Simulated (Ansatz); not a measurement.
Molecule: Ge$_{2}$ (charge 0, triplet). SMILES: [Ge]=[Ge]
Coordinates optimised at B3LYP-D3(BJ)/def2-TZVP (Ansatz, an electronic-structure program):
```
Ge
Ge 1 2.4067
```
Charge 0, spin multiplicity 3.

Quantity: vertical ionisation energy (to the quartet state of charge +1; each state is the SCF solution reached for its spin), in eV. Valence correlation only, unless marked. UHF or UKS for open shells. Spin-orbit coupling is left out. Frozen are the shells of the preceding noble gas and the d and f shells that filled before the atom's block. No relativistic terms. CBS marks a two-point X^-3 extrapolation of the correlation energy; Hartree-Fock from the larger set.

| level | program | vertical ionisation energy (eV) |
|---|---|---|
| SVWN5/def2-TZVPD | Ansatz | 7.76 |
| PBE/def2-TZVPD | Ansatz | 7.52 |

Estimate the value at CCSD(T)/CBS(aug-cc-pVTZ,aug-cc-pVQZ) as computed with Ansatz.

7.59 eV
